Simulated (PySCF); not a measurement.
**Simulated absorption spectrum**

Compound: C2H6BF2NSi.
Cartesian coordinates in Å at the GFN2-xTB level; atoms count from 1:
```xyz
13
C2H6BF2NSi angstrom
C      1.7963    0.1239   -0.6161
N      1.6065   -0.3807    0.6990
C      0.4778   -0.7129    1.1367
Si    -1.2425   -0.6854    0.2707
B     -1.7116    1.1528   -0.2757
F     -1.6311    1.6061   -1.5167
F     -2.0973    2.0955    0.5673
H      0.8611    0.2659   -1.1785
H      2.3268    1.0743   -0.5402
H      2.4413   -0.5716   -1.1549
H      0.4884   -1.0799    2.1599
H     -1.1770   -1.6342   -0.8501
H     -2.1431   -1.2534    1.2809
```

Method used: TDDFT CAM-B3LYP/def2-SVPD, vertical, gas phase, core orbitals frozen in the response (PySCF).

Computed states:

| state | E (eV) | f |
| --- | --- | --- |
| S1 | 4.09 | 0.0034 |
| S2 | 5.37 | 0.104 |
| S3 | 6.51 | 0.054 |
| S4 | 6.71 | 0.047 |
| S5 | 6.98 | 0.0041 |
| S6 | 7.32 | 0.045 |
| S7 | 7.39 | 0.146 |
| S8 | 7.48 | 0.014 |

Each state is given a Gaussian of 0.25 eV full width at half maximum, with ε(max) = 2.175×10⁸ f / Δν̃ (Δν̃ the width in cm⁻¹). The width is an assumption, not a result. The curve ends short of the highest state used, and states not computed would add to its high-energy end.

Question: Give the broadened spectrum and its maxima.

Answer: 
```json
{"λ (nm)": "180.3", "ε (L mol⁻¹ cm⁻¹)": "1684"}
{"λ (nm)": "183.1", "ε (L mol⁻¹ cm⁻¹)": "4546"}
{"λ (nm)": "185.9", "ε (L mol⁻¹ cm⁻¹)": "6713"}
{"λ (nm)": "188.7", "ε (L mol⁻¹ cm⁻¹)": "7247"}
{"λ (nm)": "191.5", "ε (L mol⁻¹ cm⁻¹)": "6003"}
{"λ (nm)": "194.3", "ε (L mol⁻¹ cm⁻¹)": "2841"}
{"λ (nm)": "197.1", "ε (L mol⁻¹ cm⁻¹)": "690"}
{"λ (nm)": "199.9", "ε (L mol⁻¹ cm⁻¹)": "88"}
{"λ (nm)": "202.7", "ε (L mol⁻¹ cm⁻¹)": "6"}
{"λ (nm)": "205.5", "ε (L mol⁻¹ cm⁻¹)": "0"}
{"λ (nm)": "208.3", "ε (L mol⁻¹ cm⁻¹)": "0"}
{"λ (nm)": "211.0", "ε (L mol⁻¹ cm⁻¹)": "0"}
{"λ (nm)": "213.8", "ε (L mol⁻¹ cm⁻¹)": "3"}
{"λ (nm)": "216.6", "ε (L mol⁻¹ cm⁻¹)": "37"}
{"λ (nm)": "219.4", "ε (L mol⁻¹ cm⁻¹)": "300"}
{"λ (nm)": "222.2", "ε (L mol⁻¹ cm⁻¹)": "1456"}
{"λ (nm)": "225.0", "ε (L mol⁻¹ cm⁻¹)": "4410"}
{"λ (nm)": "227.8", "ε (L mol⁻¹ cm⁻¹)": "8605"}
{"λ (nm)": "230.6", "ε (L mol⁻¹ cm⁻¹)": "11159"}
{"λ (nm)": "233.4", "ε (L mol⁻¹ cm⁻¹)": "9898"}
{"λ (nm)": "236.2", "ε (L mol⁻¹ cm⁻¹)": "6166"}
{"λ (nm)": "239.0", "ε (L mol⁻¹ cm⁻¹)": "2766"}
{"λ (nm)": "241.8", "ε (L mol⁻¹ cm⁻¹)": "914"}
{"λ (nm)": "244.5", "ε (L mol⁻¹ cm⁻¹)": "240"}
{"λ (nm)": "247.3", "ε (L mol⁻¹ cm⁻¹)": "46"}
{"λ (nm)": "250.1", "ε (L mol⁻¹ cm⁻¹)": "7"}
{"λ (nm)": "252.9", "ε (L mol⁻¹ cm⁻¹)": "1"}
{"λ (nm)": "255.7", "ε (L mol⁻¹ cm⁻¹)": "0"}
{"λ (nm)": "258.5", "ε (L mol⁻¹ cm⁻¹)": "0"}
{"λ (nm)": "261.3", "ε (L mol⁻¹ cm⁻¹)": "0"}
{"λ (nm)": "264.1", "ε (L mol⁻¹ cm⁻¹)": "0"}
{"λ (nm)": "266.9", "ε (L mol⁻¹ cm⁻¹)": "0"}
{"λ (nm)": "269.7", "ε (L mol⁻¹ cm⁻¹)": "0"}
{"λ (nm)": "272.5", "ε (L mol⁻¹ cm⁻¹)": "0"}
{"λ (nm)": "275.3", "ε (L mol⁻¹ cm⁻¹)": "0"}
{"λ (nm)": "278.0", "ε (L mol⁻¹ cm⁻¹)": "1"}
{"λ (nm)": "280.8", "ε (L mol⁻¹ cm⁻¹)": "3"}
{"λ (nm)": "283.6", "ε (L mol⁻¹ cm⁻¹)": "10"}
{"λ (nm)": "286.4", "ε (L mol⁻¹ cm⁻¹)": "28"}
{"λ (nm)": "289.2", "ε (L mol⁻¹ cm⁻¹)": "64"}
{"λ (nm)": "292.0", "ε (L mol⁻¹ cm⁻¹)": "123"}
{"λ (nm)": "294.8", "ε (L mol⁻¹ cm⁻¹)": "200"}
{"λ (nm)": "297.6", "ε (L mol⁻¹ cm⁻¹)": "282"}
{"λ (nm)": "300.4", "ε (L mol⁻¹ cm⁻¹)": "345"}
{"λ (nm)": "303.2", "ε (L mol⁻¹ cm⁻¹)": "369"}
{"λ (nm)": "306.0", "ε (L mol⁻¹ cm⁻¹)": "348"}
{"λ (nm)": "308.8", "ε (L mol⁻¹ cm⁻¹)": "291"}
{"λ (nm)": "311.5", "ε (L mol⁻¹ cm⁻¹)": "220"}
{"λ (nm)": "314.3", "ε (L mol⁻¹ cm⁻¹)": "148"}
{"λ (nm)": "317.1", "ε (L mol⁻¹ cm⁻¹)": "90"}
{"λ (nm)": "319.9", "ε (L mol⁻¹ cm⁻¹)": "50"}
{"λ (nm)": "322.7", "ε (L mol⁻¹ cm⁻¹)": "25"}
{"λ (nm)": "325.5", "ε (L mol⁻¹ cm⁻¹)": "12"}
{"λ (nm)": "328.3", "ε (L mol⁻¹ cm⁻¹)": "5"}
{"λ (nm)": "331.1", "ε (L mol⁻¹ cm⁻¹)": "2"}
{"λ (nm)": "333.9", "ε (L mol⁻¹ cm⁻¹)": "1"}
```

Maxima: 303 nm (4.09 eV), ε about 370, made up of S1 (100%); 231 nm (5.37 eV), ε about 11000, made up of S2 (100%); 189 nm (6.57 eV), ε about 7200, made up of S3 (67%) and S4 (33%) (ε in L mol⁻¹ cm⁻¹; maxima over ε = 5, shares over 10%).

Question: Coming from long wavelengths, where does ε first pass 100 L mol⁻¹ cm⁻¹?

Answer: At about 316 nm (3.92 eV), 0.17 eV below S1.

Question: On this curve, what absorbance would a 10⁻³ mol/L sample give at 248 nm over a 1 cm path?

Answer: 248 nm is 4.999 eV, where ε is about 30 L mol⁻¹ cm⁻¹, so A = ε c l ≈ 0.03 (Beer–Lambert, with the gas-phase spectrum and the assumed width).

Question: What would ε be at 5.37 eV, the highest of these maxima, with half the width (0.125 eV)?

Answer: About 22400 L mol⁻¹ cm⁻¹ against 11200, a factor of about 1.99; a lone state at its own centre would give exactly 2.

The run took 66 s wall on Arm Neoverse N1, one thread, no GPU, shared host with 64 logical CPUs at a one-minute load of 61, and the process peaked at 0.89 GiB of memory.

One conformer stands for the species.
